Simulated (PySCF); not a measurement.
## Au⁴²⁺: ionisation energy

Au⁴²⁺ [Kr] 4d1 [4d3/2^1, M_J = 3/2] → Au⁴³⁺ [Kr], as a difference of total energies. Calculation: PySCF 2.14, in an uncontracted even-tempered set (16 s from 5.3 bohr⁻², ratio 2.8; 14 p from 6.9 bohr⁻², ratio 2.8; 9 d from 6.9 bohr⁻², ratio 2.8; 3 f from 24 bohr⁻², ratio 3); the two-component X2C-1e Hamiltonian. Correlated levels: [Ar] 3d10 frozen; the 96 highest virtual spinors dropped. "Screened" scales the spin-orbit matrix elements by Boettger's factors to mimic the two-electron term; Breit and QED terms are absent.

| method | ionisation energy (eV) |
| --- | --- |
| GHF (spin-free) | 2011.5 |
| GMP2 (spin-free) | 2011.4 |
| GHF (screened spin-orbit) | 2027.9 |
| GMP2 (screened spin-orbit) | 2028.0 |

Breit and QED terms and the two-electron picture change are absent.

The spin-free rows lack the spin-orbit shift.

For comparison: 2026 ± 4 eV (theoretical estimate listed by NIST; NIST Atomic Spectra Database, ionization energies).
